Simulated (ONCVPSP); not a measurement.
## Pseudopotential generation for Sn (Z = 50): ONCV, PBEsol, scalar-relativistic.

Sn (Z = 50), optimised norm-conserving Vanderbilt (ONCV), made with ONCVPSP 4.0.1 (PBEsol, scalar-relativistic). Core [Kr], reference 4d10 5s2 5p0.5 (charge +1.5). Waves: 5s: rc 1.95 bohr, ncon 5, nbas 8, qcut 3.2 1/bohr, 2 projectors, debl 1.5 Ha; 5p: rc 2.10 bohr, ncon 5, nbas 8, qcut 3.9 1/bohr, 3 projectors, debl 3.4 Ha; 4d: rc 1.00 bohr, ncon 5, nbas 8, qcut 10.1 1/bohr, 2 projectors, debl 1.8 Ha. Local part: polynomial inside 0.95 bohr (lpopt 4, dvloc0 2 Ha). Core correction: Teter function, fcfact 4.25, rcfact 1.8.

All-electron outer shells of the reference configuration (PBEsol, scalar-relativistic, ld1.x):

| shell | level (eV) | outermost node (bohr) | outermost maximum (bohr) |
| --- | --- | --- | --- |
| 4s | -146.34 | 0.40 | 0.74 |
| 4p | -102.16 | 0.41 | 0.79 |
| 4d | -38.34 | 0.39 | 0.88 |
| 5s | -21.92 | 0.98 | 1.97 |
| 5p | -13.94 | 1.08 | 2.37 |

Results:

```
Cutoffs needed             : 47 Ha and 91 Ha (the cutoffs (Ha) at which the residual kinetic energy of the hardest occupied pseudo-wave falls to 1 and 0.1 mHa per electron)
Ghost test                 : ghosts flagged at negative energy: s at -77.5 eV, p at -83.0 eV; GHOST(+) flagged for p at 144.7 eV; a true bound ghost makes a file unfit for plane-wave use
Largest excitation error   : -7.0 meV (all-electron minus pseudo) for 4d10 5s1 5p3, out of 4 test configurations
rms error of d²Exc/dni dnj : 4.61 mHa without and 1.77 mHa with the model core
```

Generation and tests took about 5.9 s on one core of a shared server CPU.
